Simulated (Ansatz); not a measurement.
CH4Cl2Si (`[SiH3]C(Cl)Cl`) at its PBE0-D4/def2-TZVP geometry, where that method's forces vanish. Charge 0, multiplicity 1.

```xyz
8

Si   -0.2448    0.0898    0.9449
C     0.1147    0.0010   -0.9160
Cl    0.0077   -1.6871   -1.4573
Cl    1.7185    0.6917   -1.2401
H    -0.1861    1.5123    1.3631
H    -1.6020   -0.4604    1.1840
H     0.7852   -0.7128    1.6416
H    -0.5932    0.5653   -1.5201
```

Question: What forces (eV/Å) does B3LYP-D4/def2-TZVPP give on these atoms in the Gaussian-basis code of Ansatz? (An estimate is asked.)

Answer: Computed: 
```
Si1 -0.058  0.026  0.173
C2  -0.356  0.248  0.097
Cl3 -0.041 -0.411 -0.157
Cl4  0.387  0.185 -0.103
H5  -0.006 -0.097 -0.019
H6   0.091  0.038 -0.007
H7  -0.076  0.058 -0.042
H8   0.058 -0.047  0.059
```

B3LYP here is the variant with VWN-RPA as its local correlation; programs differ in this.
